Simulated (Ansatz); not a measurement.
Coupled-cluster diagnostics for CoSi₂⁻, Ansatz.

Geometry of the singlet (PBE-D4/def2-TZVPD):

```xyz
3

Co    1.1468   -0.1630    0.2188
Si   -0.7366    0.4412    1.0137
Si   -0.4102   -0.2782   -1.2326
```

Correlated methods freeze 15 core orbitals; core or outer-core shells of Co are correlated, in sets that lack core-valence functions. The structure comes from a short search, and lower isomers may exist.

Geometry of the charge -1 triplet (PBE-D4/def2-TZVPD):

```xyz
3

Co   -1.167    0.154   -0.357
Si    0.388   -1.191    0.337
Si    0.779    1.037    0.021
```

Geometry of the charge -1 quintet (PBE-D4/def2-TZVPD):

Cartesian coordinates in Å:
```
Co -1.139 -0.353 0.151
Si 0.246 1.325 0.172
Si 0.893 -0.972 -0.323
```

Question: Estimate the CCSD(T) correlation energy, the shares of MP2 and (T), T1 and the reference's ⟨S²⟩ for: charge -1, singlet, own geometry in def2-TZVPPD; charge -1, triplet, own geometry in def2-TZVPPD; charge -1, quintet, own geometry in def2-TZVPPD; charge 0, doublet, vertical in def2-TZVPPD; and the rough time on 4 threads of Intel Xeon Platinum 8375C on a shared host.

Answer: 
```csv
state,basis,correlation (eV),MP2 share (%),(T) share (%),T1,⟨S²⟩ (pure),wall time,remarks
"charge -1, singlet, own geometry",def2-TZVPPD,-29.432,94.9,8.1,0.148,0.00 (0.00),25 s,"flagged by the program, large T1, restricted SCF unstable"
"charge -1, triplet, own geometry",def2-TZVPPD,-25.445,89.4,6.1,0.129,3.44 (2.00),21 s,"large T1, spin-contaminated"
"charge -1, quintet, own geometry",def2-TZVPPD,-24.322,90.0,5.9,0.107,7.07 (6.00),37 s,"large T1, spin-contaminated"
"charge 0, doublet, vertical",def2-TZVPPD,-25.089,88.6,6.3,0.138,2.92 (0.75),35 s,"flagged by the program, large T1, spin-contaminated"
```
Customary marks for T1 are 0.02 (closed shells), 0.045 (open shells) and about 0.05 (3d metals). T1 exceeds 0.02 in 4 of 4 rows and 0.045 in 4; the higher it lies, the less the single-reference result can be trusted.
